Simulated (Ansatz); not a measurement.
ClLi, charge -1, doublet, geometry from GFN2-xTB (such geometries of metal compounds can be far from the true shape) (a state made from the parent by changing its charge; the spin is typed, not shown lowest) (a gas-phase anion, which may not be bound at this level); REVPBE/aug-cc-pVDZ (Ansatz, a quantum-chemistry and plane-wave program).

The Ansatz input:
Ansatz 0.2 input:
```yaml
crystal:
  periodic: [false, false, false]
  atoms:
    - {symbol: Li, position_ang: [-0.00000000, -0.00000000, -2.03637724]}
    - {symbol: Cl, position_ang: [0.00000000, 0.00000000, 0.35936069]}
basis:
  gaussian:
    orbitals: aug-cc-pVDZ
hamiltonian:
  xc: revpbe
total_charge: -1
magnetization: {spin_polarized: true, initial_magnetization: 1}
```

Output, abridged:

```
Functional definition: revPBE
497 factors; their error is unknown
mean field evaluation 1: about -12684.4604 eV, gradient 6.3e1 eV
mean field evaluation 2: about -12676.0130 eV, gradient 7.4e1 eV
mean field evaluation 4: about -12727.7338 eV, gradient 2.9e0 eV
mean field evaluation 8: about -12727.7929 eV, gradient 9.9e-2 eV
mean field evaluation 16: about -12727.7930 eV, gradient 1.0e-5 eV
mean field evaluation 32: about -12726.3588 eV, gradient 2.3e0 eV
mean field evaluation 64: about -12726.7173 eV, gradient 2.2e0 eV
mean field -12727.79304759 eV, -467.7377672910 hartree, gradient 1.1e-5 eV, S^2 0.750117; 8 other end points of the search recorded, 0 dependent functions left out
reference -12727.79314358 eV, -467.7377708187 hartree; 11, 10 occupied and 39, 40 virtual orbitals, 497 factors
Total energy: -12727.79314358 eV, -467.7377708187 hartree
```
